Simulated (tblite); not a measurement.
Species: C8H11AsO.
Geometry (GFN2-xTB, Å), atoms numbered from 1 in this order:
```xyz
21
C8H11AsO angstrom
C      3.2017   -0.1947   -0.8603
C      2.9077    0.9894   -0.2637
O      1.6133    1.0294    0.0983
C      1.0553   -0.1453   -0.2701
C     -0.3869   -0.3766    0.0273
C     -1.2831    0.7098   -0.5753
C     -2.7172    0.4546   -0.1214
As    -2.6295   -0.2900    1.7330
C     -0.6615   -0.3707    1.5324
C      1.9941   -0.9367   -0.8641
H      4.1507   -0.5043   -1.2475
H      3.5042    1.8528   -0.0451
H     -0.6698   -1.3480   -0.3938
H     -1.2048    0.7177   -1.6649
H     -0.9392    1.6784   -0.2041
H     -3.2124   -0.2645   -0.7770
H     -3.3017    1.3773   -0.1467
H     -2.8265   -1.7256    1.2888
H     -0.2216    0.5260    1.9787
H     -0.2280   -1.2398    2.0311
H      1.8463   -1.9224   -1.2562
```

Calculated harmonic vibrations of the isolated species, GFN2-xTB (tblite), most abundant isotopes, no scaling. This tight-binding method is rough: wavenumbers can miss measured ones by several per cent, in bad cases by 10 to 20. Modes of hydrogen on arsenic can be 10 to 20 % off. One conformer, not necessarily the lowest.

Harmonic wavenumbers (cm⁻¹): 35.3, 80.0, 96.9, 126.8, 222.7, 280.8, 344.0, 397.7, 482.6, 570.5, 587.5, 601.7, 664.6, 682.2, 691.3, 755.0, 763.6, 820.3, 827.4, 843.6, 851.2, 860.3, 907.4, 946.4, 975.9, 1029.6, 1045.3, 1048.6, 1092.0, 1102.2, 1130.4, 1163.4, 1181.2, 1188.1, 1207.4, 1245.1, 1256.4, 1268.9, 1298.4, 1331.6, 1375.4, 1451.2, 1461.8, 1490.3, 1495.0, 1593.2, 1843.2, 2923.8, 2936.8, 2941.9, 2958.3, 2961.5, 2965.6, 2975.2, 3165.7, 3177.5, 3188.6.

A = 3062, B = 438.1, C = 426.1 MHz; mass 198.003 u (most abundant isotopes); point group C1, symmetry number 1.

Zero-point energy?

½Σν̃ = 36455 cm⁻¹ = 104.23 kcal/mol.

What is S at 350 K and 1 bar for an ideal gas of classical rigid rotors and harmonic oscillators?

Translation 42.58, rotation 31.19, vibration 32.74: S = 106.5 cal/(mol K).

And Cp and H(350 K) − H(0)?

Cp = 45.86 cal/(mol K), of which vibrations give 37.91 (their classical limit is 57 R = 113.3); H(350 K) − H(0) = 8.85 kcal/mol without the zero-point energy, 6.07 from vibrations.

What must be added to the electronic energy to get the Gibbs energy at 350 K and 1 bar?

ZPE + [H(350 K) − H(0)] − T·S = 104.23 + 8.85 − 37.28 = 75.80 kcal/mol.

Which modes carry the vibrational entropy at 350 K?

35.3 cm⁻¹: 5.82; 80.0 cm⁻¹: 4.21; 96.9 cm⁻¹: 3.83; 126.8 cm⁻¹: 3.30; 222.7 cm⁻¹: 2.23; 280.8 cm⁻¹: 1.81 cal/(mol K); the other 51 give 11.54 together.

Blend soft modes into free rotors: weight 1/[1 + (100 cm⁻¹/ν̃)⁴] for the oscillator and the rest for a rotor with moment μB/(μ + B), μ = h/(8π²ν), B = 10⁻⁴⁴ kg m². What vibrational entropy results?

29.75 cal/(mol K) in place of 32.74, which changes −T·S at 350 K by +1.05 kcal/mol.

How do the functions run with temperature in this model?

| T (K) | S (cal/(mol K)) | Cp (cal/(mol K)) | H − H(0) (kcal/mol) | G − H(0) (kcal/mol) | ln q(vib) |
| --- | --- | --- | --- | --- | --- |
| 100 | 72.2 | 17.2 | 1.27 | -5.95 | 1.83 |
| 200 | 86.8 | 26.7 | 3.43 | -13.93 | 4.17 |
| 300 | 99.9 | 39.4 | 6.72 | -23.27 | 6.52 |
| 500 | 125.8 | 62.6 | 17.04 | -45.86 | 11.61 |
| 800 | 160.3 | 83.7 | 39.31 | -88.94 | 19.52 |
| 1000 | 180.0 | 92.3 | 56.96 | -123.00 | 24.58 |

q(vib) and H(0) count from the zero-point level.

Hindered rotation and anharmonicity are outside this model. Other conformers, if any are populated, would add a mixing term that is left out. The structure is chiral; the term R ln 2 for an equal mix with its mirror image is left out.
